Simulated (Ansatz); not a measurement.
Ansatz (a program for electronic structure) input (PBE0/pcseg-0): A basis named .json is the Basis Set Exchange file of that set (core-valence sets with the plain set on hydrogen).

Ansatz 0.2 input:
```yaml
crystal:
  periodic: [false, false, false]
  atoms:
    - {symbol: B, position_ang: [-0.00000000, -0.00000000, -0.20551333]}
    - {symbol: H, position_ang: [0.00000000, 0.00000000, 1.02756663]}
basis:
  gaussian:
    orbitals: pcseg-0.json
hamiltonian:
  xc: {name: PBE0}
output: {forces: true}
magnetization: {spin_polarized: false}
```

Output:

```
Functional definition: PBE0
integrals: 0.00 GiB planned
155 factors; integrals over basis functions are off by at most 1.1e-3 eV
mean field: 0.04 GiB planned
mean field evaluation 1: about -685.0986 eV, gradient 4.1e0 eV
mean field evaluation 2: about -685.1738 eV, gradient 6.8e-1 eV
mean field evaluation 4: about -685.1687 eV, gradient 9.5e-2 eV
mean field evaluation 8: about -685.1688 eV, gradient 3.4e-4 eV
mean field -685.16875290 eV, -25.1794872451 hartree, gradient 3.0e-5 eV, S^2 0.000000; 0 other end points of the search recorded, 0 dependent functions left out
the calculation of the forces begins
reference -685.16876817 eV, -25.1794878060 hartree; 3, 3 occupied and 8, 8 virtual orbitals, 155 factors
Total energy: -685.16876817 eV, -25.1794878060 hartree
Atom 0 at    -0.000000    -0.000000    -0.205513 Å, force     0.000000     0.000000    -0.180514 eV/Å
Atom 1 at     0.000000     0.000000     1.027567 Å, force    -0.000000    -0.000000     0.180514 eV/Å
Dipole moment:    -0.000000     0.000000     0.337730 e Å
```
